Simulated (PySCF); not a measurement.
C$_{3}$H$_{3}$, doublet, geometry from GFN2-xTB; R2SCAN/cc-pVDZ (PySCF).

Input for PySCF:
```python
from pyscf import gto, scf, dft

mol = gto.M(
    atom='''
C     0.011373    0.000430    0.891075
C     0.062646   -0.660086   -0.417299
C     0.042471    0.661450   -0.417679
H    -0.793042   -0.011643    1.608887
H     0.070983   -1.567004   -0.972284
H     0.023123    1.567880   -0.973188
''',
    basis='cc-pvdz',
    charge=0,
    spin=1,
    verbose=5,
)

mf = dft.UKS(mol)
mf.xc = 'r2scan'
mf.kernel()
```

What the program printed (banner, timings and long lists left out):

```
PySCF version 2.14.0

[INPUT] verbose = 5
[INPUT] max_memory = 4000
[INPUT] num. atoms = 6
[INPUT] num. electrons = 21
[INPUT] charge = 0
[INPUT] spin (= nelec alpha-beta = 2S) = 1
[INPUT] symmetry False subgroup None
[INPUT] Mole.unit = angstrom
[INPUT] Symbol           X                Y                Z      unit          X                Y                Z       unit  Magmom
[...]
[INPUT] ---------------- BASIS SET ----------------
[INPUT] l, kappa, [nprim/nctr], expnt,             c_1 c_2 ...
[INPUT] H
[...]
                                1.962             0.137977
                                0.4446            0.478148
[...]
[INPUT] C
[...]
                                1000              0.005329 -0.001154
                                228               0.027077 -0.005725
                                64.71             0.101718 -0.023312
                                21.06             0.27474 -0.063955
                                7.495             0.448564 -0.149981
                                2.797             0.285074 -0.127262
                                0.5215            0.015204 0.544529
[...]
                                2.002             0.20948
                                0.5456            0.508557
[...]
nuclear repulsion = 57.9583954442418
number of shells = 24
number of NR pGTOs = 99
number of NR cGTOs = 57
basis = cc-pvdz
ecp = {}

******** <class 'pyscf.dft.uks.UKS'> ********
method = UKS
initial guess = minao
damping factor = 0
level_shift factor = 0
DIIS = <class 'pyscf.scf.diis.CDIIS'>
diis_start_cycle = 1
diis_space = 8
diis_damp = 0
SCF conv_tol = 1e-09
SCF conv_tol_grad = None
SCF max_cycles = 50
direct_scf = True
direct_scf_tol = 1e-13
number electrons alpha = 11  beta = 10
XC library pyscf.dft.libxc version 7.1.2
    S. Lehtola, C. Steigemann, M. J. T. Oliveira, and M. A. L. Marques,  SoftwareX 7, 1–5 (2018)
XC functionals = r2scan
    J. W. Furness, A. D. Kaplan, J. Ning, J. P. Perdew, and J. Sun,  J. Phys. Chem. Lett. 11, 8208–8215 (2020)
    J. W. Furness, A. D. Kaplan, J. Ning, J. P. Perdew, and J. Sun,  J. Phys. Chem. Lett. 11, 9248–9248 (2020)
    J. W. Furness, A. D. Kaplan, J. Ning, J. P. Perdew, and J. Sun,  J. Phys. Chem. Lett. 11, 8208–8215 (2020)
    J. W. Furness, A. D. Kaplan, J. Ning, J. P. Perdew, and J. Sun,  J. Phys. Chem. Lett. 11, 9248–9248 (2020)
radial grids:
    Treutler-Ahlrichs [JCP 102, 346 (1995); DOI:10.1063/1.469408] (M4) radial grids

becke partition: Becke, JCP 88, 2547 (1988); DOI:10.1063/1.454033
pruning grids: <function nwchem_prune>
grids dens level: 3
symmetrized grids: False
atomic radii adjust function: <function treutler_atomic_radii_adjust>
small_rho_cutoff = 0
Set gradient conv threshold to 3.16228e-05
atom C rad-grids = 75, ang-grids = [ 50  50  50  50  50  50  50  50  50  50  50  50  50  50  50  50  50  50
  50  50  50  50  86  86  86  86  86  86  86  86  86  86 266 266 266 266
 266 266 302 302 302 302 302 302 302 302 302 302 302 302 302 302 302 302
 302 302 302 302 266 266 266 266 266 266 266 266 266 266 266 266 266 266
 266 266 266]
atom H rad-grids = 50, ang-grids = [ 50  50  50  50  50  50  50  50  50  50  50  50  50  50  50  86  86  86
  86 266 266 266 266 266 302 302 302 302 302 302 302 302 302 302 302 302
 302 266 266 266 266 266 266 266 266 266 266 266 266 266]
tot_boxes 1820, boxes in each direction [ 8 12 11]
Padding 6 grids
tot grids = 71784
nelec by numeric integration = [10.49728619 10.49728619]
E1 = -268.11879945347573  E2 = 93.91031859715467  Ecoul = 111.06972742666377  Exc = -17.1594088295091
init E= -116.250085412079
cond(S) = 2429.1607977920476

  alpha mo_energy =
[-10.14174749 -10.14098332 -10.12290894  -0.94980132  -0.62075462
  -0.60252898  -0.54209278  -0.42447269  -0.37462424  -0.35480379
  -0.16661407  -0.09145275   0.06165772   0.06889758   0.08679386
   0.10014644   0.1871514    0.25063079   0.30596357   0.40830818
   0.42073956   0.43459149   0.46449503   0.52205154   0.5394563
[...]
nelec by numeric integration = [10.99999681  9.99999795]
E1 = -269.12195571599955  E2 = 95.27557498217081  Ecoul = 112.52697605290435  Exc = -17.25140107073354
cycle= 10 E= -115.887985289587  delta_E= -3.62e-09  |g|= 1.74e-05  |ddm|= 9.44e-05
  alpha mo_energy =
[-10.08189318 -10.08113882 -10.06322926  -0.85718116  -0.55766112
  -0.55139251  -0.47843785  -0.36491319  -0.30820075  -0.2866292
  -0.14025698  -0.04291117   0.10122981   0.10292116   0.12235037
   0.15094825   0.23105589   0.29204709   0.34872788   0.44005403
   0.46599603   0.48675416   0.49544367   0.56216629   0.57106551
   0.6382572    0.67703352   0.69132558   0.73454172   0.80849545
   0.940267     0.9416986    0.97068859   0.97354774   1.12180933
   1.12900042   1.26002399   1.2774391    1.3149894    1.41251255
   1.5488664    1.57095721   1.62144537   1.63217655   1.72407115
   1.81302681   1.90292399   1.96056865   1.99773125   2.09859312
   2.1046625    2.23487273   2.27417085   2.42200213   2.61789769
   2.79468362   3.16254688]
  beta  mo_energy =
[-10.08018876 -10.07943161 -10.04888666  -0.8473596   -0.54703266
  -0.53796174  -0.46679527  -0.33707211  -0.29256943  -0.27799057
  -0.02999774  -0.02730833   0.10653153   0.10840807   0.1422218
   0.16202108   0.25451367   0.30039854   0.35230701   0.46826099
   0.47587016   0.50261741   0.53426699   0.57639542   0.61544128
   0.65284042   0.69697816   0.71453763   0.74049344   0.82104812
   0.95048226   0.96133427   0.99803574   1.00007926   1.13671212
   1.15714008   1.26752169   1.28545182   1.33162234   1.4380757
   1.56072024   1.60354561   1.63467965   1.65274309   1.72852382
   1.84242553   1.92168291   2.00825447   2.01387762   2.10960278
   2.12870367   2.24284197   2.28307615   2.42771383   2.63563523
   2.80367975   3.16431038]
multiplicity <S^2> = 0.75438096  2S+1 = 2.0043762
nelec by numeric integration = [10.99999681  9.99999795]
E1 = -269.12196574913986  E2 = 95.27558501512704  Ecoul = 112.52698673185184  Exc = -17.251401716724803
cycle= 11 E= -115.887985289771  delta_E= -1.84e-10  |g|= 3.89e-06  |ddm|= 2.32e-05
  alpha mo_energy =
[-10.08189301 -10.08113865 -10.06322794  -0.85718068  -0.5576612
  -0.55139269  -0.47843802  -0.36491276  -0.30820037  -0.28662887
  -0.14025638  -0.0429111    0.10122962   0.10292092   0.12235026
   0.15094837   0.23105614   0.29204709   0.34872782   0.44005438
   0.46599597   0.48675407   0.4954438    0.5621663    0.57106615
   0.63825738   0.67703381   0.69132575   0.73454171   0.8084954
   0.94026723   0.94169865   0.97068855   0.97354788   1.12180955
   1.12900058   1.26002379   1.27743891   1.3149892    1.41251238
   1.54886638   1.57095731   1.62144512   1.63217674   1.72407107
   1.81302689   1.90292379   1.96056881   1.99773147   2.09859312
   2.10466224   2.23487277   2.27417074   2.42200218   2.61789784
   2.79468347   3.16254664]
  beta  mo_energy =
[-10.08018863 -10.07943148 -10.04888534  -0.84735915  -0.54703301
  -0.5379618   -0.4667955   -0.33707191  -0.29256921  -0.27799027
  -0.02999702  -0.02730811   0.1065314    0.10840806   0.1422215
   0.16202116   0.25451385   0.30039869   0.35230699   0.46826127
   0.47587031   0.50261729   0.53426733   0.57639558   0.61544182
   0.65284059   0.69697844   0.71453751   0.74049333   0.82104803
   0.95048238   0.96133439   0.99803589   1.0000795    1.13671221
   1.1571404    1.26752165   1.28545169   1.33162217   1.43807565
   1.56072027   1.60354572   1.63467945   1.65274323   1.72852371
   1.84242557   1.92168296   2.00825456   2.01387764   2.10960268
   2.12870375   2.24284207   2.28307622   2.42771381   2.63563513
   2.80367969   3.16431034]
multiplicity <S^2> = 0.75438101  2S+1 = 2.0043762
nelec by numeric integration = [10.99999681  9.99999795]
E1 = -269.121952507869  E2 = 95.2755717738551  Ecoul = 112.52697263046744  Exc = -17.25140085661234
Extra cycle  E= -115.887985289772  delta_E= -1.08e-12  |g|= 3.92e-06  |ddm|= 1.15e-05
converged SCF energy = -115.887985289772  <S^2> = 0.75438101  2S+1 = 2.0043762
```
